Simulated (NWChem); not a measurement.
Molecule: TiHCl₃; SMILES [Cl][TiH]([Cl])[Cl]

Computed with NWChem. B3LYP is NWChem's, with the RPA form of VWN correlation. Each level has its own optimisation; frequencies are unscaled.

```
level                r Cl–Ti (Å)  r H–Ti (Å)  highest harmonic frequency (cm⁻¹)  lowest (cm⁻¹)  zero-point energy (kcal/mol)  dipole (D)
-------------------  -----------  ----------  ---------------------------------  -------------  ----------------------------  ----------
B3LYP/3-21G                2.187       1.642                               1844            111                           6.6        0.02
Hartree-Fock/STO-3G        2.169       1.652                               2476            143                           8.7        0.72
PBE0/def2-SVP              2.155       1.651                               1819            112                           6.6        0.19
```
